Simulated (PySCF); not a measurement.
**Electron correlation in Te (tellurium, neutral)**

[Kr] 4d10 5s2 5p3 5d1, high-spin 5D determinant (an excited configuration). Computed with PySCF 2.14 in aug-cc-pwCVTZ-DK3 with one added diffuse shell each of s, p, d, f type (11s10p8d5f1g, 125 functions), with the spin-free X2C one-electron Hamiltonian (Gaussian nucleus). Frozen: [Kr] 4d10; 6 electrons correlated.

MP2 pair energies summed by pair of shells (mhartree):

```csv
pair,energy,share (%)
5s-5p,-42.08,58.1
5p-5p,-12.80,17.7
5s-5s,-8.27,11.4
5p-5d,-5.85,8.1
5s-5d,-3.44,4.8
```

Total MP2 correlation energy: -72.43 mhartree.

Same-spin part -22.23 and opposite-spin part -50.21 mhartree; SCS-MP2 scales them by 1/3 and 6/5 to -67.66 mhartree.
